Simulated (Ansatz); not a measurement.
Reaction (redistribution): `[CH3][Al]([F])[SH]` + `OC[SiH2]Br` → `[OH][Al]([F])[SH]` + `CC[SiH2]Br`

Computed with Ansatz on PBE0-D4/def2-TZVP structures; ΔE is electronic, products minus reactants. CBS: MP2 limit from def2 TZ/QZ plus the TZ coupled-cluster correction, frozen cores. Functionals use def2-TZVPP. For Br outer-core shells are correlated without core-valence functions, which leaves a few kJ/mol of doubt a bond. Scalar relativity is left out up to krypton. Each species was taken in one conformer, which may not be the lowest.

`[CH3][Al]([F])[SH]`:

Z-matrix (Å, degrees):
```
C
Al 1 1.934
H 1 1.092 2 112.6
H 1 1.094 2 110.4 3 120.9
H 1 1.094 2 110.5 3 -121.0
F 2 1.650 1 120.1 3 178.5
S 2 2.176 1 125.7 3 -1.6
H 7 1.344 2 92.4 1 0.1
```

`OC[SiH2]Br`:

```xyz
9

O     1.714   -0.264   -0.229
C     0.559   -0.496    0.554
Si   -0.899    0.565    0.008
Br   -1.154    0.178   -2.178
H     1.481   -0.392   -1.155
H     0.817   -0.235    1.585
H     0.270   -1.556    0.560
H    -2.159    0.187    0.693
H    -0.629    2.013    0.162
```

`[OH][Al]([F])[SH]`:

Cartesian coordinates in Å:
```
O -1.440 0.094 1.048
Al 0.003 -0.272 0.271
F 0.887 -1.532 0.837
S 0.743 0.840 -1.436
H -2.030 0.804 0.804
H 1.838 0.065 -1.525
```

`CC[SiH2]Br`:

```xyz
11

C     0.379   -0.566    1.308
C     0.672    0.171    0.002
Si   -0.844    0.329   -1.074
Br   -0.338    1.411   -2.956
H     1.278   -0.648    1.924
H     0.015   -1.580    1.124
H    -0.378   -0.047    1.901
H     1.056    1.177    0.198
H     1.446   -0.347   -0.574
H    -1.374   -1.003   -1.460
H    -1.912    1.103   -0.394
```

```json
{"level": "PBE-D4", "ΔE (kJ/mol)": "-170.1"}
{"level": "BHLYP-D4", "ΔE (kJ/mol)": "-189.9"}
```

(1) What does CCSD(T)/CBS give? (An estimate is asked.)

Largest T1 diagnostic among the species: 0.012.

## Answers

(1) Computed: -190.5 kJ/mol. The listed levels differ from it by 20.4, 0.6 kJ/mol.

From r2SCAN to r2SCAN0 (25 % exact exchange), in def2-TZVPP and without D4, ΔE moves by −4.0 kJ/mol. At CCSD(T), def2-SVP lies +6.6 kJ/mol from the extrapolated value and def2-TZVPP +0.2 kJ/mol. Leaving LDA and LC-ωPBE aside and taking each functional with its dispersion term where it has one, the values, not all of them listed here, spread over 19.9 kJ/mol, from PBE-QIDH to PBE-D4.
